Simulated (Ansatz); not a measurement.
Geometry optimisation, Ansatz, RKS revPBE-D4/def2-SVP.

input.yaml

```yaml
crystal:
  periodic: [false, false, false]
  atoms:
    - { symbol: Al, position_ang: [0.0, 0.0, 0.0] }
    - { symbol: Cl, position_ang: [0.0, 0.0, 2.23] }
    - { symbol: O, position_ang: [1.5415, 0.0, -0.89] }
    - { symbol: H, position_ang: [1.8414, -0.9519, -1.0449] }
    - { symbol: F, position_ang: [-1.4635, 0.0, -0.845] }
basis:
  gaussian: { orbitals: def2-SVP }
hamiltonian:
  xc: revpbe
  dispersion: d4
relax:
  f_tol: 0.02
  max_steps: 40
output:
  orbitals: {}
```

Launched with:

```bash
$ ansatz run input.yaml --threads 1 --pin off --max-ram 2048MiB --backend cpu --events-out ev --progress --plain --runs-dir out
```

Problem. Where does it end, and by what steps?

Solution. The run converged. After 12 steps the energy has fallen by 0.359 eV; H4 moved furthest, 0.55 Å.

```
step  energy less start (eV)  largest force component (eV/Å)  accepted
   0                  0.0000                           1.687       yes
   1                 -0.1792                           0.795       yes
   2                 -0.2132                           0.406       yes
   3                 -0.2369                           0.254       yes
   4                 -0.2328                           1.371        no
   5                 -0.2585                           0.288       yes
   6                 -0.2820                           0.568       yes
   7                 -0.3329                           0.240       yes
   8                 -0.3374                           0.111       yes
   9                 -0.3559                           0.056       yes
  10                 -0.3523                           0.615        no
  11                 -0.3583                           0.096       yes
  12                 -0.3588                           0.010       yes
```

```xyz
5
Properties=species:S:1:pos:R:3
Al -0.054 -0.087 -0.043
Cl 0.099 -0.055 2.054
O 1.262 -0.423 -1.078
H 2.150 -0.618 -0.738
F -1.536 0.232 -0.746
```

Whether the end is a true minimum wasn't checked by a vibrational analysis.

The run took 19 s on 1 thread of AMD EPYC 7B13 (Zen 3), with other jobs on the host, peak memory 0.17 GiB.
